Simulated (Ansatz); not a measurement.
`[SiH3][NH][SnH3]` + `C#CC=O` → `C#CC(=O)[SiH3]` + `[NH2][SnH3]`  (formal exchange of groups at the Si–N bond)

Isolated molecules relaxed with PBE0-D4/def2-TZVP in Ansatz; ΔE leaves out vibrations. CCSD(T)/CBS is the MP2 limit (def2-TZVPP, def2-QZVPP) plus CCSD(T) − MP2 in def2-TZVPP, frozen cores. Functionals use def2-TZVPP. Elements past krypton have def2 core potentials. For Sn outer-core shells are correlated without core-valence functions, which leaves a few kJ/mol of doubt a bond.

```tsv
level	ΔE (kcal/mol)	difference from CCSD(T)/CBS
LDA (SPW92)	14.6	-3.5
B97M-V	17.7	-0.4
PBE0-D4	16.3	-1.8
BHLYP-D4	19.5	1.4
ωB97M-V	17.5	-0.6
B2PLYP	17.5	-0.6
RPA@PBE/def2-TZVPP	17.7	-0.4
MP2/def2-TZVPP	18.8	0.7
CCSD/def2-TZVPP	18.7	0.6
MP2/CBS(def2)	19.0	0.9
CCSD(T)/CBS	18.1	0
```

Largest T1 diagnostic among the species: 0.016.

Leaving LDA and LC-ωPBE aside and taking each functional with its dispersion term where it has one, the values, not all of them listed here, spread over 5.5 kcal/mol, from revPBE-D4 to BHLYP-D4. LDA lies +0.7 kcal/mol from PBE without D4. In def2-TZVPP, CCSD(T) changes the Hartree–Fock value by −3.4 kcal/mol (the triples alone add −0.8 kcal/mol) and MP2 by −2.4 kcal/mol. From r2SCAN to r2SCAN0 (25 % exact exchange), in def2-TZVPP and without D4, ΔE moves by +1.4 kcal/mol.
